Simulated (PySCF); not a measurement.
C8H9N3O2.

```xyz
22

C      1.3468     3.7151     0.0000
O     -0.0470     3.4700     0.0000
C     -0.4552     2.2239     0.0000
N     -1.6734     1.8033     0.0000
N     -1.5906     0.4298     0.0000
C     -0.3332     0.1147     0.0000
C      0.3134    -1.1674     0.0000
C      1.6743    -1.4553     0.0000
C      1.8012    -2.8596     0.0000
C      0.5192    -3.3800     0.0000
N     -0.3785    -2.3562     0.0000
C     -1.8153    -2.5100     0.0000
O      0.4564     1.2297     0.0000
H      1.8251     3.2915     0.8966
H      1.8251     3.2915    -0.8966
H      1.4624     4.8047     0.0000
H      2.4711    -0.7152     0.0000
H      2.7239    -3.4354     0.0000
H      0.1758    -4.4125     0.0000
H     -2.0487    -3.5819     0.0000
H     -2.2598    -2.0343     0.8844
H     -2.2598    -2.0343    -0.8844
```

Geometry optimised at PBE0-D3(BJ)/def2-SVP. This is a generated structure with no PubChem entry under its InChIKey; it may be hypothetical. The values are those of a single conformer.

All values below come from PBE/pcSseg-1 (PySCF). Non-relativistic, no solvent.

Computed absolute GIAO shielding of each atom: isotropic value and principal components (ppm):
```json
[
 {"atom": "C1", "σ(iso)": "122.3", "σ11": "95.0", "σ22": "95.9", "σ33": "175.9", "span": "80.8"},
 {"atom": "O2", "σ(iso)": "234.9", "σ11": "126.7", "σ22": "288.5", "σ33": "289.5", "span": "162.8"},
 {"atom": "C3", "σ(iso)": "15.6", "σ11": "-54.4", "σ22": "43.5", "σ33": "57.8", "span": "112.3"},
 {"atom": "N4", "σ(iso)": "-24.8", "σ11": "-205.6", "σ22": "-20.4", "σ33": "151.7", "span": "357.3"},
 {"atom": "N5", "σ(iso)": "-65.7", "σ11": "-267.6", "σ22": "-68.7", "σ33": "139.2", "span": "406.8"},
 {"atom": "C6", "σ(iso)": "23.9", "σ11": "-54.2", "σ22": "55.8", "σ33": "70.2", "span": "124.4"},
 {"atom": "C7", "σ(iso)": "60.1", "σ11": "4.6", "σ22": "52.4", "σ33": "123.3", "span": "118.8"},
 {"atom": "C8", "σ(iso)": "66.1", "σ11": "-3.9", "σ22": "52.2", "σ33": "150.1", "span": "154.0"},
 {"atom": "C9", "σ(iso)": "68.5", "σ11": "-6.3", "σ22": "55.1", "σ33": "156.5", "span": "162.8"},
 {"atom": "C10", "σ(iso)": "52.8", "σ11": "-14.1", "σ22": "62.6", "σ33": "109.8", "span": "124.0"},
 {"atom": "N11", "σ(iso)": "81.5", "σ11": "-8.7", "σ22": "86.2", "σ33": "167.2", "span": "175.9"},
 {"atom": "C12", "σ(iso)": "139.7", "σ11": "122.9", "σ22": "123.3", "σ33": "172.9", "span": "50.0"},
 {"atom": "O13", "σ(iso)": "42.6", "σ11": "-13.5", "σ22": "-9.8", "σ33": "151.1", "span": "164.6"},
 {"atom": "H14", "σ(iso)": "27.2", "σ11": "23.7", "σ22": "25.4", "σ33": "32.5", "span": "8.8"},
 {"atom": "H15", "σ(iso)": "27.2", "σ11": "23.7", "σ22": "25.4", "σ33": "32.5", "span": "8.8"},
 {"atom": "H16", "σ(iso)": "27.1", "σ11": "22.9", "σ22": "25.6", "σ33": "32.8", "span": "9.8"},
 {"atom": "H17", "σ(iso)": "24.5", "σ11": "20.9", "σ22": "25.5", "σ33": "27.2", "span": "6.3"},
 {"atom": "H18", "σ(iso)": "25.0", "σ11": "22.7", "σ22": "25.4", "σ33": "27.0", "span": "4.4"},
 {"atom": "H19", "σ(iso)": "24.8", "σ11": "21.6", "σ22": "25.6", "σ33": "27.0", "span": "5.4"},
 {"atom": "H20", "σ(iso)": "27.8", "σ11": "22.5", "σ22": "27.8", "σ33": "33.1", "span": "10.6"},
 {"atom": "H21", "σ(iso)": "27.0", "σ11": "22.2", "σ22": "26.2", "σ33": "32.8", "span": "10.6"},
 {"atom": "H22", "σ(iso)": "27.0", "σ11": "22.2", "σ22": "26.2", "σ33": "32.8", "span": "10.6"}
]
```
